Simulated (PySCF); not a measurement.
A calculated (TPSS, PySCF 2.14, pcseg-2, no relativity, point nucleus) atom or ion has these occupied shells.

| shell | electrons | orbital energy (eV) | rms radius, mean of both spins (bohr) |
| --- | --- | --- | --- |
| 1s α | 1 | -52.803 | 0.679 |
| 1s β | 1 | -52.587 | 0.679 |
| 2s α | 1 | -3.185 | 4.13 |

**Question.** Name the element and its charge.

**Answer.** Li (lithium, neutral), in [He] 2s1, 2S determinant.
